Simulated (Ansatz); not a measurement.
Compare A (`COB(F)Cl`) with its isomer B (`OC(F)BCl`).

Program: Ansatz. Geometries: PBE0-D4/def2-TZVP. ΔE: electronic, gas phase. CCSD(T)/CBS is the MP2 limit (def2-TZVPP, def2-QZVPP) plus CCSD(T) − MP2 in def2-TZVPP, frozen cores. Functionals use def2-TZVPP. B3LYP here is the variant with VWN-RPA as its local correlation; programs differ in this. Each species was taken in one conformer, which may not be the lowest.

Question: Which isomer does CCSD(T)/CBS put lower? Give the gap. (An estimate is asked.)

Answer: The calculation gave: A, by 80.9 kcal/mol.

Question: Give E(B) − E(A) in kcal/mol with MP2/def2-TZVPP, B3LYP-D4, BLYP-D4, CCSD(T)/def2-TZVPP, B3LYP, B2PLYP, ωB97M-V. (Best estimate.)

Answer: Computed: MP2/def2-TZVPP 83.0, B3LYP-D4 80.6, BLYP-D4 78.8, CCSD(T)/def2-TZVPP 80.9, B3LYP 80.3, B2PLYP 81.4, ωB97M-V 80.3. None reverses the order clearly.

Question: Does the order hold for the free energy at 298.15 K (harmonic terms from PBE0-D4)? (Estimate.)

Answer: The calculation gave: Yes: G(B) − G(A) = +79.3 kcal/mol, for one conformer each. Modes under 60 cm⁻¹, often nearly free rotors, make the harmonic entropy too high.

Largest T1 diagnostic: 0.013.

Leaving LDA and LC-ωPBE aside and taking each functional with its dispersion term where it has one, the values, not all of them listed here, spread over 6.3 kcal/mol, from revPBE-D4 to B97M-V. LDA lies +2.8 kcal/mol from PBE without D4. At CCSD(T), def2-SVP lies +3.2 kcal/mol from the extrapolated value and def2-TZVPP −0.0 kcal/mol.
